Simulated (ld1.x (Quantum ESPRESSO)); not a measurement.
## u(r) = r·R(r): atom against pseudo-atom (silicon (Si))

Columns: radius, all-electron u(r) and pseudo u(r) of the 3p shell (level -15.95 eV) of silicon in the configuration [Ne] 3s2 3p0.5; PBE, scalar-relativistic, ultrasoft scheme, ld1.x (Quantum ESPRESSO) 7.5.

```
r (bohr)  all-electron   pseudo
   0.103        0.1279  -0.0067
   0.205        0.2643  -0.0262
   0.308        0.3129  -0.0579
   0.410        0.2845  -0.0998
   0.513        0.2069  -0.1505
   0.615        0.1046  -0.2070
   0.718       -0.0085  -0.2677
   0.820       -0.1202  -0.3293
   0.923       -0.2268  -0.3904
   1.025       -0.3228  -0.4481
   1.128       -0.4084  -0.5019
   1.230       -0.4814  -0.5494
   1.332       -0.5430  -0.5906
   1.435       -0.5942  -0.6253
   1.538       -0.6345  -0.6532
   1.640       -0.6644  -0.6743
   1.743       -0.6851  -0.6893
   1.845       -0.6972  -0.6984
   1.948       -0.7017  -0.7018
   2.050       -0.6996  -0.6996
   2.153       -0.6917  -0.6917
   2.255       -0.6793  -0.6793
   2.358       -0.6627  -0.6627
   2.460       -0.6432  -0.6432
   2.562       -0.6213  -0.6213
   2.665       -0.5974  -0.5974
```

(1) How many radial nodes do the two functions have?

(2) At about which radius was the pseudo-wave matched?

(3) Is the pseudo-wave norm-conserving?

## Answers

(1) The all-electron 3p function has n − l − 1 = 1; the pseudo-wave has 0, since the states of the same l below it are removed with the core.

(2) 2.05 bohr, where the columns begin to agree (steps of 0.10 bohr).

(3) No, it belongs to an ultrasoft set: the norm inside the radius is not constrained, and the difference is carried by the augmentation charge.
